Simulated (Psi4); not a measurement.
Internal rotation in C₂H₆BF₃Si, SMILES BCC[Si](F)(F)F. Scanned: dihedral H8–B1–C2–C3 and dihedral B1–C2–C3–Si4; all other coordinates were relaxed at GFN2-xTB. Points at φ and −φ are mirror images.

Atom numbering (GFN2-xTB optimised geometry, Å):
```
13

B     -1.7059     0.6401     0.5731
C     -1.0478    -0.4081    -0.3893
C      0.3564    -0.9185    -0.0085
Si     1.6790     0.4076    -0.0917
F      1.6758     1.4846     1.0748
F      3.1651    -0.1590    -0.0749
F      1.6169     1.2882    -1.4140
H     -1.2249     0.9031     1.6039
H     -2.7194     1.1297     0.2600
H     -1.0211    -0.0155    -1.4097
H     -1.7243    -1.2689    -0.4463
H      0.6342    -1.7410    -0.6744
H      0.3161    -1.3424     0.9970
```

Method: PBE/def2-SVP // GFN2-xTB run with Psi4.

Energy in kcal/mol above the lowest grid point; x is the dihedral H8–B1–C2–C3 (°), y the dihedral B1–C2–C3–Si4 (°).

| y \ x | -150 | -120 | -90 | -60 | -30 | 0 | 30 | 60 | 90 | 120 | 150 | 180 |
|---|---|---|---|---|---|---|---|---|---|---|---|---|
| 180 | 0.5 | 1.4 | 1.3 | 1.4 | 0.4 | 0.0 | 0.4 | 1.4 | 1.3 | 1.4 | 0.5 | 0.0 |
| 150 | 2.1 | 3.0 | 2.5 | 2.4 | 0.7 | 0.9 | 2.0 | 3.0 | 2.5 | 2.4 | 0.9 | 0.8 |
| 120 | 2.9 | 4.3 | 3.9 | 4.3 | 2.6 | 2.2 | 2.7 | 4.3 | 3.9 | 4.2 | 2.8 | 2.2 |
| 90 | 0.5 | 2.2 | 2.9 | 2.9 | 1.5 | 0.4 | 0.3 | 2.2 | 2.9 | 2.8 | 1.6 | 0.4 |
| 60 | 0.6 | 1.4 | 2.4 | 1.9 | 0.4 | 0.3 | 0.6 | 1.3 | 2.4 | 2.0 | 0.5 | 0.3 |
| 30 | 1.9 | 4.8 | 4.0 | 2.6 | 0.9 | 0.9 | 1.7 | 4.8 | 3.9 | 2.7 | 1.1 | 0.9 |
| 0 | 2.6 | 4.3 | 7.1 | 4.1 | 2.4 | 2.3 | 2.4 | 4.1 | 7.1 | 4.3 | 2.6 | 2.3 |
| -30 | 1.1 | 2.7 | 3.9 | 4.8 | 1.7 | 0.9 | 0.9 | 2.6 | 4.0 | 4.8 | 1.9 | 0.9 |
| -60 | 0.5 | 2.0 | 2.4 | 1.3 | 0.6 | 0.3 | 0.4 | 1.9 | 2.4 | 1.4 | 0.6 | 0.3 |
| -90 | 1.6 | 2.8 | 2.9 | 2.2 | 0.3 | 0.4 | 1.5 | 2.9 | 2.9 | 2.2 | 0.5 | 0.4 |
| -120 | 2.8 | 4.2 | 3.9 | 4.3 | 2.7 | 2.2 | 2.6 | 4.3 | 3.9 | 4.3 | 2.9 | 2.2 |
| -150 | 0.9 | 2.4 | 2.5 | 3.0 | 2.0 | 0.9 | 0.7 | 2.4 | 2.5 | 3.0 | 2.1 | 0.8 |

The six lowest points that lie below all their neighbours on the grid: x = 180, y = 180 (0.0 kcal/mol); x = 0, y = 180 (0.0 kcal/mol); x = 0, y = -60 (0.3 kcal/mol); x = 0, y = 60 (0.3 kcal/mol); x = 180, y = -60 (0.3 kcal/mol); x = 180, y = 60 (0.3 kcal/mol). The lowest path on the grid from the first to the second passes x = -60, y = 180 at 1.4 kcal/mol.
